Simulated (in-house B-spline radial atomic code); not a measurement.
**Ionising Si IV (Si3+) with different functionals**

Computed with a B-spline radial code for spherical atoms: non-relativistic Hamiltonian, point nucleus, spin-polarised at highest spin, spherical fractional occupations for the functionals, and exact exchange of hybrids averaged over the configuration. The ionisation energy is the difference of two self-consistent energies, [Ne] 3s1 → [He] 2s2 2p6, without Breit or QED terms; ε is the level of the shell that loses the electron (its least bound occupied spin orbital).

```csv
method,rung,ΔSCF (eV),-ε(3s) (eV)
PBE0,global hybrid,45.41,41.53
B3LYP,global hybrid,45.81,41.46
TPSSh,global hybrid,45.17,40.75
M06-2X,global hybrid,45.37,43.16
BHandHLYP,global hybrid,45.58,42.74
r2SCAN0,global hybrid,45.04,41.71
B97-1,global hybrid,45.08,41.09
HSE06,range-separated hybrid,45.43,41.15
wB97X,range-separated hybrid,44.39,43.78
CAM-B3LYP,range-separated hybrid,45.82,43.13
LC-wPBE,range-separated hybrid,45.44,44.55
```

(1) Among the functionals, which spreads more, the ΔSCF values or the orbital energies?

(2) How do they compare with the NIST value?

Results:

(1) The orbital energies: ΔSCF values span about 1.42 eV and the orbital energies 3.79 eV.

(2) NIST lists 45.142 eV (measured, ground level to ground level). Errors run from -0.75 to +0.68 eV; TPSSh is closest (+0.03 eV), but part of that can be cancellation, since the calculations leave out relativity, Breit-QED terms.
